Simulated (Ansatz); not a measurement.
CH$_{5}$ClO$_{2}$Si$_{2}$ (`Cl[SiH]1CO[SiH2]O1`), relaxed with RKS PBE0-D4/def2-TZVP in Ansatz 0.2.0 from a PBE-D4/def2-SVP geometry. The force threshold is 0.005 eV/Å; the program also tests the step.

Total charge 0; spin multiplicity 1.

Start:

```xyz
11

Cl    1.100   -1.866   -2.036
Si   -0.048   -1.277   -0.406
C     0.972   -0.211    0.832
O     0.424    1.114    0.824
Si   -0.890    1.410   -0.196
O    -1.184   -0.121   -0.859
H    -0.724   -2.502    0.120
H     2.046   -0.183    0.545
H     0.922   -0.634    1.862
H    -2.082    1.874    0.583
H    -0.536    2.395   -1.269
```

Task: How much energy does the relaxation release, and in how many steps? (Best estimate.)

Result: The calculation gave: 0.11 eV, in 11 steps.

Task: Which bonds change most? (Best estimate.)

Result: The calculation gave: Si2–O6 from 1.683 to 1.642 Å; O4–Si5 from 1.690 to 1.650 Å; Si5–O6 from 1.694 to 1.656 Å; Cl1–Si2 from 2.079 to 2.047 Å.

Task: Give the relaxed structure. (Best estimate.)

Result: Computed: 
```xyz
11

Cl    1.081   -1.831   -2.018
Si   -0.049   -1.251   -0.413
C     0.960   -0.219    0.823
O     0.474    1.123    0.727
Si   -0.866    1.383   -0.199
O    -1.152   -0.115   -0.844
H    -0.706   -2.465    0.111
H     2.029   -0.228    0.597
H     0.836   -0.579    1.851
H    -2.022    1.806    0.625
H    -0.584    2.377   -1.259
```
